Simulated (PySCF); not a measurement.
# Atomic charges by several schemes

Compound: SiH(OAc)3, C6H10O6Si.
Structure used (PBE0-D3(BJ)/def2-SVP), in Å, numbered top down from 1:
```xyz
23
C6H10O6Si angstrom
Si     0.0043    0.0066    0.5266
H      0.0282   -0.0270    1.9899
O      1.5271    0.1287   -0.1895
C      2.3544    1.0955    0.2523
C      3.7090    1.0218   -0.3746
O      1.9937    1.9058    1.0657
H      4.3369    1.8399   -0.0061
H      3.6130    1.0736   -1.4689
H      4.1677    0.0509   -0.1360
O     -0.8713    1.2936   -0.1260
C     -2.1329    1.4694    0.3114
C     -2.7873    2.6706   -0.2904
O     -2.6338    0.7107    1.1006
H     -3.8112    2.7671    0.0865
H     -2.7896    2.5768   -1.3862
H     -2.2016    3.5683   -0.0442
O     -0.6776   -1.3584   -0.1943
C     -0.2236   -2.5653    0.1940
C     -0.9625   -3.6922   -0.4523
O      0.6826   -2.6710    0.9795
H     -0.5491   -4.6506   -0.1206
H     -0.8896   -3.6005   -1.5458
H     -2.0295   -3.6247   -0.1935
```

Density: PBE0/pcSseg-1 (PySCF); schemes: Mulliken, IAO, Hirshfeld and ESP-fitted. Isolated species at its PBE0-D3(BJ)/def2-SVP geometry (one conformer only).

Problem. Tabulate the Mulliken, IAO, Hirshfeld and ESP-fitted charges.

Solution. In e:

```tsv
atom	environment	Mulliken	IAO	Hirshfeld	ESP-fitted
Si1	silicon bonded to 3 O and H	+1.165	+1.444	+0.501	+1.040
H2	hydrogen on Si1	-0.046	-0.117	-0.051	-0.096
O3	oxygen bonded to C and Si	-0.579	-0.591	-0.198	-0.524
C4	carbon bonded to C and 2 O	+0.403	+0.543	+0.228	+0.846
C5	carbon bonded to C and 3 H	-0.247	-0.466	-0.115	-0.639
O6	oxygen bonded to C	-0.405	-0.447	-0.249	-0.559
H7	hydrogen on C5	+0.147	+0.170	+0.058	+0.181
H8	hydrogen on C5	+0.151	+0.173	+0.061	+0.191
H9	hydrogen on C5	+0.157	+0.176	+0.064	+0.189
O10	oxygen bonded to C and Si	-0.578	-0.591	-0.198	-0.524
C11	carbon bonded to C and 2 O	+0.403	+0.543	+0.228	+0.838
C12	carbon bonded to C and 3 H	-0.246	-0.466	-0.115	-0.628
O13	oxygen bonded to C	-0.406	-0.447	-0.248	-0.557
H14	hydrogen on C12	+0.147	+0.170	+0.058	+0.178
H15	hydrogen on C12	+0.151	+0.174	+0.062	+0.189
H16	hydrogen on C12	+0.156	+0.176	+0.063	+0.188
O17	oxygen bonded to C and Si	-0.579	-0.591	-0.198	-0.520
C18	carbon bonded to C and 2 O	+0.404	+0.543	+0.228	+0.839
C19	carbon bonded to C and 3 H	-0.246	-0.466	-0.115	-0.644
O20	oxygen bonded to C	-0.406	-0.448	-0.249	-0.557
H21	hydrogen on C19	+0.147	+0.170	+0.058	+0.183
H22	hydrogen on C19	+0.151	+0.173	+0.061	+0.193
H23	hydrogen on C19	+0.156	+0.176	+0.064	+0.191
```

Mean size of the charges over all atoms: ESP-fitted 0.456 e, IAO 0.403 e, Mulliken 0.325 e, Hirshfeld 0.151 e. Each set sums to the total charge, 0, to within 0.001 e. The Hirshfeld scheme weights the molecular density at each point by an atom's share of the summed free-atom densities. The IAO scheme counts the electrons in orthogonalised intrinsic atomic orbitals, a minimal basis polarised so that it spans the occupied orbitals exactly.

Lowest charge. The schemes don't all agree: Mulliken O3 and O17 (-0.579); IAO O3, O10 and O17 (-0.591); Hirshfeld O6 and O20 (-0.249); ESP-fitted C19 (-0.644).

Highest charge. All schemes agree: Mulliken Si1 (+1.165); IAO Si1 (+1.444); Hirshfeld Si1 (+0.501); ESP-fitted Si1 (+1.040).

Problem. How many electrons does the ESP-fitted scheme count on Si1?

Solution. Z − q = 14 − (+1.040) = 12.960.

Problem. How closely do the schemes follow one another over all atoms?

Solution. Correlation coefficient and root-mean-square difference: Mulliken with IAO 0.99, 0.113 e; Mulliken with Hirshfeld 0.98, 0.225 e; IAO with Hirshfeld 0.98, 0.313 e; IAO with ESP-fitted 0.96, 0.158 e; Hirshfeld with ESP-fitted 0.95, 0.360 e; Mulliken with ESP-fitted 0.92, 0.223 e.

Problem. Sum the charges by element, for elements with more than one atom.

Solution. 
```tsv
element	atoms	Mulliken	IAO	Hirshfeld	ESP-fitted
H	10	+1.317	+1.442	+0.499	+1.588
O	6	-2.953	-3.115	-1.341	-3.240
C	6	+0.471	+0.230	+0.341	+0.612
```
